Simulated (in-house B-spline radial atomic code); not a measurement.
Results of a calculation; reference values are marked as such.
**Ghost states of the separable form: Se**

Se, [Ar] 3d10 4s2 4p4, non-relativistic PBE, spherical and spin-unpolarised, from an all-electron radial atomic-structure program (B-spline basis) (atomic units; all potentials screened as in the neutral atom).

Troullier-Martins channels: 4s (ε = -0.6145, r_c = 1.306 bohr), 4p (ε = -0.2406, r_c = 1.595 bohr). In the Kleinman-Bylander form one channel serves as the local potential, and each other channel l becomes |δV u><u δV|/<u|δV|u>, with δV = V_l − V_local and u the pseudo-orbital. Its strength is E_KB = <u|δV²|u>/<u|δV|u>. By the analysis of Gonze, Stumpf and Scheffler a spurious state lies below the reference level ε if E_KB > 0 and ε is above the second level of the local potential alone, or if E_KB < 0 and ε is above its first. The table's levels are those of angular momentum l in a sphere of 9 bohr, whose wall can lift a shallow ε a little above its free-atom value.

```
local  channel    <u δV u>  <u δV² u>        ε  first local level  second local level
    p        s    0.031516    0.23139  -0.6145            -0.6917             -0.0001
    s        p  -0.0087066    0.11377  -0.2406            -0.2417              0.0921
```

Q: Apply the rule to each row.

A: Local p, channel s: E_KB = +7.34, so ε = -0.6145 is set against -0.0001: no ghost. Local s, channel p: E_KB = -13.1, so ε = -0.2406 is set against -0.2417: a ghost.

Diagonalising the separable Hamiltonian gives:

| local | channel | three lowest levels | all-electron, two lowest valence levels |
| --- | --- | --- | --- |
| p | s | -0.6145, 0.0160, 0.3006 | -0.6145, 0.0159 |
| s | p | -1.2685, -0.2406, 0.0924 | -0.2406, 0.0912 |

Q: Which choices of local channel are safe?

A: Free of ghosts: p. With s local the p channel has a ghost 1.03 hartree below ε, since the attractive projector pulls a state below the first local level. Among the safe choices the second level, which tests transfer, is off by at most 0.1 millihartree (p local). A small <u δV u> makes E_KB large and sensitive.
